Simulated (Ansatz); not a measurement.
`C[O][InH][C]#N` + CH₄ → `C[O][InH][CH3]` + `C#N` at 298.15 K and 1 bar (formal exchange of groups at the In–C bond).

Program: Ansatz. Geometries: PBE0-D4/def2-TZVP. ΔE: electronic, gas phase. CCSD(T)/CBS adds triple-zeta CCSD(T) − MP2 to the extrapolated MP2 energy (def2 sets, frozen cores). This one scheme is used for every species. Elements past krypton have def2 core potentials. For In outer-core shells are correlated without core-valence functions, which leaves a few kJ/mol of doubt a bond. Each species was taken in one conformer, which may not be the lowest.

```json
{"species": "`C[O][InH][C]#N`", "CCSD(T)/CBS energy (Eh)": "-398.17531", "H − E (kJ/mol)": "167.1", "S (J/(mol·K))": "373.4"}
{"species": "CH₄", "CCSD(T)/CBS energy (Eh)": "-40.46206", "H − E (kJ/mol)": "127.4", "S (J/(mol·K))": "186.2"}
{"species": "`C[O][InH][CH3]`", "CCSD(T)/CBS energy (Eh)": "-345.29152", "H − E (kJ/mol)": "239.3", "S (J/(mol·K))": "372.4"}
{"species": "`C#N`", "CCSD(T)/CBS energy (Eh)": "-93.32098", "H − E (kJ/mol)": "52.4", "S (J/(mol·K))": "201.2"}
```

H − E and S are ideal-gas, rigid-rotor, harmonic terms from PBE0-D4/def2-TZVP, for one conformer and one mirror image of each species. 1 Eh = 2625.50 kJ/mol, R = 8.31446 J/(mol·K).

Question: By hand: ΔE, ΔH, ΔS and ΔG.

Answer: ΔE = (-345.29152) + (-93.32098) − (-398.17531) − (-40.46206) = 0.02487 Eh = 65.3 kJ/mol. Δ(H − E) = 239.3 + 52.4 − 167.1 − 127.4 = -2.8, so ΔH = 62.5 kJ/mol. ΔS = 372.4 + 201.2 − 373.4 − 186.2 = 14.0 J/(mol·K). ΔG = 62.5 − 298.15 × (14.0)/1000 = 58.3 kJ/mol.

Question: By hand: the equilibrium constant, and the temperature at which ΔG would vanish if ΔH and ΔS stayed fixed.

Answer: log₁₀ K = −ΔG/(RT ln 10) = -10.2. ΔG = 0 at ΔH/ΔS = 4464 K, far beyond where these terms or the molecules hold.

The number of gas molecules stays the same, so ΔS is small and ΔH decides. A doubt of 5 kJ/mol in ΔE shifts log₁₀ K by 0.9 here. Other conformers and mirror images would add mixing entropy, several J/(mol·K) or more a flexible species. Modes under 60 cm⁻¹, often nearly free rotors, make the harmonic entropy too high. These are equilibria of isolated gas molecules and say nothing of rates. Largest T1 diagnostic: 0.017 (customary marks: 0.02 for closed shells, 0.045 for open ones).
